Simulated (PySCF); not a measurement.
# Computed properties of W(NH)2(Br)(SH) (BrH3N2SW), SMILES [NH]=[W](=[NH])([SH])[Br], multiplicity 1

W(NH)2(Br)(SH) (BrH3N2SW), SMILES [NH]=[W](=[NH])([SH])[Br], multiplicity 1. The structure is a stationary point at r2SCAN-D4/def2-SVP. The multiplicity is an assumed one; other spin states were not compared. The def2 effective core potentials stand for the cores of W; spin–orbit coupling is left out. The values are those of a single conformer. All values are computed for the isolated molecule unless a solvent is named; none is compared with measurement here.

**Structure.** All 18 harmonic modes at r2SCAN-D4/def2-SVP (PySCF) are real, so it is a minimum. With heavy atoms numbered as in [W:1](=[NH:2])(=[NH:4])([Br:6])[SH:7], the shortest bond between them is W1–N4 at 1.752 Å and the longest W1–Br6 at 2.454 Å.

**Vibrations.** The strongest infrared lines (harmonic, unscaled, degenerate partners summed) lie at 424 cm⁻¹ (264 km/mol, H 86 %, N 14 %), 3616 cm⁻¹ (197 km/mol, H 92 %), 3609 cm⁻¹ (165 km/mol, H 93 %). The softest mode is at 91 cm⁻¹ and the zero-point energy is 24.0 kcal/mol.

**Electronic structure.** HF/def2-TZVP (PySCF) places the frontier levels at -10.28 and 1.02 eV, a gap of 11.30 eV, and gives a dipole moment of 2.52 D and a mean polarisability of 90.8 bohr³. PBE/def2-TZVP (PySCF) at the same geometry gives -6.49 and -2.95 eV, so its gap is 7.76 eV narrower. An orbital gap is neither the optical nor the fundamental gap.

**Excitations.** TDDFT-M06-2X/def2-SVPD (PySCF) has S1 at 4.22 eV (294 nm, f = 0.037, weak); the most intense of the 10 singlets computed lies at 5.34 eV (f = 0.04). T1 (TDA) is at 3.79 eV. TDDFT-PBE/def2-SVPD (PySCF) puts S1 at 3.82 eV. No vertical singlet excitation falls in the visible range (under 3.1 eV).
